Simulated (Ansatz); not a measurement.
The lowest singlet and triplet of H2P (SMILES [PH2+]); geometries from B3LYP-D3(BJ)/def2-TZVP, each state relaxed from the structure named, with no frequency check.
Singlet at the triplet's geometry (charge 1, multiplicity 1):
```xyz
3

P     -0.00022     0.08111     0.00000
H     -1.23606    -0.61174     0.00000
H      1.23941    -0.60491     0.00000
```

```json
[
 {"level": "U-HF/cc-pV(D+d)Z (spin-contaminated)", "gap E(singlet) − E(triplet), vertical, at the triplet's geometry (eV)": "0.079", "cost": "-"},
 {"level": "R-HF/cc-pV(T+d)Z", "gap E(singlet) − E(triplet), vertical, at the triplet's geometry (eV)": "0.542", "cost": "-"},
 {"level": "U-HF/cc-pV(T+d)Z (spin-contaminated)", "gap E(singlet) − E(triplet), vertical, at the triplet's geometry (eV)": "0.046", "cost": "-"},
 {"level": "U-B3LYP/def2-TZVPP (spin-contaminated)", "gap E(singlet) − E(triplet), vertical, at the triplet's geometry (eV)": "-0.272", "cost": "×2"},
 {"level": "R-MP2/cc-pV(D+d)Z", "gap E(singlet) − E(triplet), vertical, at the triplet's geometry (eV)": "0.098", "cost": "-"},
 {"level": "U-MP2/cc-pV(T+d)Z (spin-contaminated)", "gap E(singlet) − E(triplet), vertical, at the triplet's geometry (eV)": "-0.021", "cost": "-"},
 {"level": "R-MP2/cc-pV(Q+d)Z", "gap E(singlet) − E(triplet), vertical, at the triplet's geometry (eV)": "-0.038", "cost": "-"},
 {"level": "U-MP2/cc-pV(Q+d)Z (spin-contaminated)", "gap E(singlet) − E(triplet), vertical, at the triplet's geometry (eV)": "-0.036", "cost": "-"},
 {"level": "U-SCS-MP2/cc-pV(D+d)Z (spin-contaminated)", "gap E(singlet) − E(triplet), vertical, at the triplet's geometry (eV)": "-0.086", "cost": "-"},
 {"level": "R-SCS-MP2/cc-pV(T+d)Z", "gap E(singlet) − E(triplet), vertical, at the triplet's geometry (eV)": "-0.223", "cost": "-"},
 {"level": "U-SCS-MP2/cc-pV(T+d)Z (spin-contaminated)", "gap E(singlet) − E(triplet), vertical, at the triplet's geometry (eV)": "-0.161", "cost": "-"},
 {"level": "U-SCS-MP2/cc-pV(Q+d)Z (spin-contaminated)", "gap E(singlet) − E(triplet), vertical, at the triplet's geometry (eV)": "-0.183", "cost": "-"},
 {"level": "R-CCSD/cc-pV(D+d)Z", "gap E(singlet) − E(triplet), vertical, at the triplet's geometry (eV)": "-0.107", "cost": "-"},
 {"level": "U-CCSD/cc-pV(Q+d)Z (spin-contaminated)", "gap E(singlet) − E(triplet), vertical, at the triplet's geometry (eV)": "-0.185", "cost": "-"},
 {"level": "R-CCSD(T)/cc-pV(D+d)Z", "gap E(singlet) − E(triplet), vertical, at the triplet's geometry (eV)": "-0.121", "cost": "×1"},
 {"level": "R-CCSD(T)/cc-pV(T+d)Z", "gap E(singlet) − E(triplet), vertical, at the triplet's geometry (eV)": "-0.200", "cost": "×3"},
 {"level": "U-CCSD(T)/cc-pV(T+d)Z (spin-contaminated)", "gap E(singlet) − E(triplet), vertical, at the triplet's geometry (eV)": "-0.174", "cost": "×4"},
 {"level": "FIC-NEVPT4(SD) on SA-CASSCF(6,6)/cc-pV(D+d)Z", "gap E(singlet) − E(triplet), vertical, at the triplet's geometry (eV)": "-0.129", "cost": "-"},
 {"level": "FIC-NEVPT4(SD) on SA-CASSCF(6,6)/cc-pV(T+d)Z", "gap E(singlet) − E(triplet), vertical, at the triplet's geometry (eV)": "-0.227", "cost": "-"},
 {"level": "FIC-MRCISD+Q on SA-CASSCF(6,6)/cc-pV(Q+d)Z", "gap E(singlet) − E(triplet), vertical, at the triplet's geometry (eV)": "-0.239", "cost": "-"}
]
```

The rows run from -0.272 (U-B3LYP/def2-TZVPP (spin-contaminated)) to 0.542 eV (R-HF/cc-pV(T+d)Z). From cc-pV(T+d)Z (spin-contaminated) to cc-pV(Q+d)Z (spin-contaminated) U-MP2 changes by -0.015.

A positive gap puts the triplet lower; no zero-point energy. R- takes a restricted singlet. U- takes an unrestricted singlet (broken symmetry where lower, unprojected). The triplet is unrestricted in single-reference levels. Active spaces average the two states.

Cores are frozen in the correlated methods.

Doubts at one or more of the structures used: a restricted determinant that unrestricted orbitals would lower (R-HF/cc-pV(T+d)Z, R-MP2/cc-pV(D+d)Z, R-MP2/cc-pV(Q+d)Z, R-SCS-MP2/cc-pV(T+d)Z, R-CCSD/cc-pV(D+d)Z, R-CCSD(T)/cc-pV(D+d)Z, R-CCSD(T)/cc-pV(T+d)Z); T1 above 0.05 (U-CCSD/cc-pV(Q+d)Z (spin-contaminated), U-CCSD(T)/cc-pV(T+d)Z (spin-contaminated)).

The values were computed with Ansatz (Gaussian orbitals). Each number belongs to the level named beside it.

Costs are rough ratios of core time to R-PBE/def2-TZVPP (about 1.5 s over the structures, on one shared machine); a dash marks a level with no comparable run of its own.

Ansatz is a program for electronic structure.
